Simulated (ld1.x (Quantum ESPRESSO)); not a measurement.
**An all-electron radial function and its pseudo partner (silicon)**

Columns: radius, all-electron u(r) and pseudo u(r) of the 3p shell (level -4.17 eV) of silicon in the configuration [Ne] 3s2 3p2; LDA (PZ), scalar-relativistic, RRKJ scheme, ld1.x (Quantum ESPRESSO) 7.5.

| r (bohr) | all-electron | pseudo |
| --- | --- | --- |
| 0.113 | 0.1210 | -0.0048 |
| 0.225 | 0.2362 | -0.0189 |
| 0.338 | 0.2620 | -0.0422 |
| 0.450 | 0.2192 | -0.0735 |
| 0.563 | 0.1371 | -0.1125 |
| 0.675 | 0.0386 | -0.1574 |
| 0.788 | -0.0646 | -0.2074 |
| 0.900 | -0.1629 | -0.2601 |
| 1.013 | -0.2537 | -0.3148 |
| 1.125 | -0.3334 | -0.3685 |
| 1.238 | -0.4027 | -0.4205 |
| 1.350 | -0.4604 | -0.4679 |
| 1.463 | -0.5080 | -0.5103 |
| 1.575 | -0.5456 | -0.5456 |
| 1.688 | -0.5746 | -0.5741 |
| 1.800 | -0.5954 | -0.5951 |
| 1.913 | -0.6095 | -0.6093 |
| 2.025 | -0.6173 | -0.6173 |
| 2.138 | -0.6200 | -0.6200 |
| 2.250 | -0.6182 | -0.6182 |
| 2.363 | -0.6127 | -0.6127 |
| 2.475 | -0.6042 | -0.6042 |
| 2.588 | -0.5930 | -0.5930 |
| 2.700 | -0.5799 | -0.5799 |
| 2.813 | -0.5650 | -0.5650 |
| 2.925 | -0.5491 | -0.5491 |

Question: How many radial nodes do the two functions have?

Answer: The all-electron 3p function has n − l − 1 = 1; the pseudo-wave has 0, since the states of the same l below it are removed with the core.

Question: Where does each function peak?

Answer: Outermost all-electron maximum near 2.14 bohr, pseudo maximum near 2.14 bohr (to the table’s step).

Question: Is the pseudo-wave norm-conserving?

Answer: Yes: the RRKJ scheme keeps the norm inside the radius equal to the all-electron one, which fixes the energy derivative of the logarithmic derivative at the level.
